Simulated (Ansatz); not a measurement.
Program: Ansatz. Geometries: PBE0-D4/def2-TZVP. ΔE: electronic, gas phase. CBS: MP2 limit from def2 TZ/QZ plus the TZ coupled-cluster correction, frozen cores. This one scheme is used for every species. DFT in def2-TZVPP. For Se outer-core shells are correlated without core-valence functions, which leaves a few kJ/mol of doubt a bond. Scalar relativity is left out up to krypton. One conformer a species, not always the lowest.

Consider the ligand exchange at the Si–O bond: `O[Si](O)(O)O` + H₂Se → `O[Si](O)(O)[SeH]` + H₂O.

```csv
level,ΔE (kJ/mol)
PBE0-D4,47.6
CAM-B3LYP-D4,65.2
ωB97M-V,58.0
PBE,46.9
RPA@PBE/def2-TZVPP,62.1
HF/def2-SVP,76.1
SCS-MP2/def2-QZVPP,56.8
MP2/CBS(def2),46.7
```

**Question.** What does CCSD(T)/CBS give? (An estimate is asked.)

**Answer.** Computed: +52.8 kJ/mol. The listed levels differ from it by -5.2, 12.4, 5.2, -5.9, 9.3, 23.3, 4.0, -6.1 kJ/mol.

**Question.** What do rigid-rotor, harmonic-oscillator terms from PBE0-D4/def2-TZVP frequencies (298.15 K, 1 bar) make of the CCSD(T)/CBS value? (An estimate is asked.)

**Answer.** Computed: ΔZPE = +4.4 kJ/mol, ΔH = +59.7 kJ/mol, ΔS = 8 J/(mol·K), ΔG = +57.3 kJ/mol.

Largest T1 diagnostic among the species: 0.011.

In def2-TZVPP, CCSD(T) changes the Hartree–Fock value by −19.0 kJ/mol (the triples alone add −3.7 kJ/mol) and MP2 by −25.2 kJ/mol. From PBE to PBE0 (25 % exact exchange), in def2-TZVPP and without D4, ΔE moves by +4.7 kJ/mol. At CCSD(T), def2-SVP lies +11.4 kJ/mol from the extrapolated value and def2-TZVPP +7.5 kJ/mol.
